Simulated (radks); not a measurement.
Ar12+, configuration 1s1 2s2 2p3 (not the ground configuration). All-electron calculation, Dirac Kohn-Sham, exchange-only LDA, spin-unpolarised, spherical densities, point nucleus; open shells fill j = l - 1/2 first. Program: a radial shooting solver on a logarithmic mesh with Libxc functionals.

Unscreened Slater integrals over Kohn-Sham orbitals (eV). Large and small components are both included. Empty in this configuration: 3s1/2.

| integral | value |
|---|---|
| F0(2p3/2,2p3/2) | 77.766 |
| F2(2p3/2,2p3/2) | 36.990 |
| F0(2p3/2,2p1/2) | 78.002 |
| G2(2p3/2,2p1/2) | 36.969 |
| F0(2p3/2,2s1/2) | 71.007 |
| G1(2p3/2,2s1/2) | 40.331 |
| F0(2p3/2,1s1/2) | 105.85 |
| G1(2p3/2,1s1/2) | 18.989 |
| F0(2p3/2,3s1/2) | 35.286 |
| G1(2p3/2,3s1/2) | 3.6466 |
| F0(2p1/2,2p1/2) | 78.242 |
| F0(2p1/2,2s1/2) | 71.176 |
| G1(2p1/2,2s1/2) | 40.258 |
| F0(2p1/2,1s1/2) | 106.61 |
| G1(2p1/2,1s1/2) | 19.145 |
| F0(2p1/2,3s1/2) | 35.318 |
| G1(2p1/2,3s1/2) | 3.6525 |
| F0(2s1/2,2s1/2) | 66.721 |
| F0(2s1/2,1s1/2) | 93.617 |
| G0(2s1/2,1s1/2) | 8.9435 |
| F0(2s1/2,3s1/2) | 34.490 |
| G0(2s1/2,3s1/2) | 2.8949 |
| F0(1s1/2,1s1/2) | 303.58 |
| F0(1s1/2,3s1/2) | 40.170 |
| G0(1s1/2,3s1/2) | 1.9737 |
| F0(3s1/2,3s1/2) | 26.906 |
